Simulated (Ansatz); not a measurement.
Reaction (formal exchange of groups at the Sn–B bond): `F[B](F)[SnH3]` + `CC(C)CCS` → `SC[CH2][SnH3]` + `CC(C)B(F)F`

Isolated molecules relaxed with PBE0-D4/def2-TZVP in Ansatz; ΔE leaves out vibrations. CCSD(T)/CBS adds triple-zeta CCSD(T) − MP2 to the extrapolated MP2 energy (def2 sets, frozen cores). DFT in def2-TZVPP. Elements past krypton have def2 core potentials. For Sn outer-core shells are correlated without core-valence functions, which leaves a few kJ/mol of doubt a bond. Each species was taken in one conformer, which may not be the lowest.

`F[B](F)[SnH3]`:

```xyz
7

F     0.347    0.810   -2.164
B    -0.371    0.133   -1.291
F    -1.481   -0.416   -1.740
Sn    0.260   -0.085    0.875
H     1.732    0.725    1.162
H     0.452   -1.734    1.261
H    -0.938    0.566    1.898
```

`CC(C)CCS`:

Z-matrix (Å, degrees):
```
C
C 1 1.521
H 1 1.095 2 110.9
H 1 1.093 2 111.4 3 119.9
H 1 1.093 2 111.2 3 -119.7
C 2 1.521 1 110.8 3 61.4
C 2 1.525 1 109.9 3 -63.1
H 2 1.096 1 108.3 3 179.6
H 6 1.092 2 112.1 1 173.6
H 6 1.095 2 110.9 1 -65.5
H 6 1.093 2 110.8 1 53.9
C 7 1.519 2 116.2 1 -177.3
H 7 1.099 2 108.8 1 61.0
H 7 1.096 2 108.9 1 -54.2
S 12 1.814 7 115.2 2 58.4
H 12 1.091 7 110.5 2 -177.9
H 12 1.092 7 111.1 2 -59.7
H 15 1.343 12 96.7 7 61.3
```

`SC[CH2][SnH3]`:

```xyz
12

S    -1.369   -0.629   -2.311
C    -0.830   -0.514   -0.573
C     0.397    0.371   -0.499
Sn    1.134    0.585    1.513
H    -2.427   -1.433   -2.112
H    -0.611   -1.519   -0.207
H    -1.647   -0.102    0.021
H     1.207   -0.038   -1.108
H     0.177    1.371   -0.880
H     1.549   -0.954    2.131
H     2.509    1.596    1.529
H    -0.088    1.266    2.495
```

`CC(C)B(F)F`:

Cartesian coordinates in Å:
```
C 1.333 -0.417 0.290
C -0.111 -0.292 -0.190
C -0.363 1.026 -0.921
B -1.157 -0.570 0.940
F -2.389 -0.088 0.894
F -0.880 -1.333 1.986
H 1.578 0.375 1.003
H 2.029 -0.328 -0.548
H 1.517 -1.373 0.783
H -0.292 -1.108 -0.911
H 0.312 1.130 -1.775
H -0.189 1.880 -0.261
H -1.388 1.097 -1.290
```

```
        species  PBE0 energy (Eh)
`F[B](F)[SnH3]`        -440.60393
     `CC(C)CCS`        -595.65434
`SC[CH2][SnH3]`        -693.29331
   `CC(C)B(F)F`        -342.97404
```

**Question.** Work out ΔE.

**Answer.** ΔE = (-693.29331) + (-342.97404) − (-440.60393) − (-595.65434) = -0.00908 Eh = -23.8 kJ/mol. CCSD(T)/CBS gives -26.4 kJ/mol.

Largest T1 diagnostic among the species: 0.014.

In def2-TZVPP, CCSD(T) changes the Hartree–Fock value by +8.8 kJ/mol (the triples alone add +1.4 kJ/mol) and MP2 by +6.1 kJ/mol. The D4 term adds +3.7 kJ/mol with B3LYP and +2.4 kJ/mol with PBE0; it sums over pairs of atoms, weighted by their polarisabilities, and B3LYP, whose exchange is more repulsive, gets the larger term.

B3LYP here is the variant with VWN-RPA as its local correlation; programs differ in this.
